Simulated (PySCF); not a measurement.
Mg(F)(NMe2) (C2H6FMgN), SMILES C[N](C)[Mg][F].

Geometry optimised at B3LYP-D3(BJ)/def2-SVP. The structure was generated by enumeration; whether it is a known compound was not checked. The values are those of a single conformer.

Computed with PBE0/def2-TZVP (PySCF).

Isolated molecule, no solvent.

* **total energy**: -434.29006 hartree
* **point group**: C2v
* **highest occupied level**: -5.70 eV
* **lowest empty level**: -1.31 eV
* **orbital gap**: 4.39 eV
* **dipole moment**: 1.73 D
* **quadrupole, principal values (traceless, Buckingham form, about the centre of nuclear charge)**: -17.41, 7.01, 10.40 D·Å
* **mean static polarisability**: 54.2 bohr³ (8.03 Å³)
* **polarisability, principal values**: 48.6, 52.3, 61.7 bohr³
